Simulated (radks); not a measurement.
Problem. Species: Kr4+. Configuration: [Ar] 3d9 4s2 4p2 5s1 (not the ground configuration). All-electron calculation, Dirac Kohn-Sham, exchange-only B88, spin-unpolarised, spherical densities, finite nucleus; open shells fill j = l - 1/2 first; Fermi nuclear charge, rms radius 4.1884 fm. Program: a radial shooting solver on a logarithmic mesh with Libxc functionals. Some entries of the table are withheld. Estimate them.

orbital,occ.,eigenvalue (hartree),r(max) (bohr),<r^2> (bohr^2)
1s1/2,2,(1),0.02708,0.002318
2s1/2,2,-71.54837,0.1543,0.03963
2p1/2,2,(2),0.1211,0.03037
2p3/2,4,(3),0.1244,0.03180
3s1/2,2,-12.52133,0.4649,0.3168
3p1/2,2,-10.19354,(4),(5)
3p3/2,4,-9.89377,(6),(7)
3d3/2,4,-5.84033,0.4034,0.3479
3d5/2,5,-5.78950,0.4060,0.3523
4s1/2,2,-2.96582,1.238,(8)
4p1/2,2,-2.34799,1.337,2.553
4p3/2,0,-2.30569,1.358,2.629
4d3/2,0,-1.39637,1.675,(9)
4d5/2,0,-1.39132,1.682,(10)
5s1/2,1,-1.15661,2.832,9.779
5p1/2,0,-0.96735,3.152,12.09
5p3/2,0,-0.95646,3.188,12.35

Solution. 
(1) 1s1/2 eigenvalue (hartree): -523.2720
(2) 2p1/2 eigenvalue (hartree): -64.96483
(3) 2p3/2 eigenvalue (hartree): -62.98489
(4) 3p1/2 r(max) (bohr): 0.4545
(5) 3p1/2 <r^2> (bohr^2): 0.3237
(6) 3p3/2 r(max) (bohr): 0.4630
(7) 3p3/2 <r^2> (bohr^2): 0.3359
(8) 4s1/2 <r^2> (bohr^2): 2.115
(9) 4d3/2 <r^2> (bohr^2): 4.302
(10) 4d5/2 <r^2> (bohr^2): 4.334
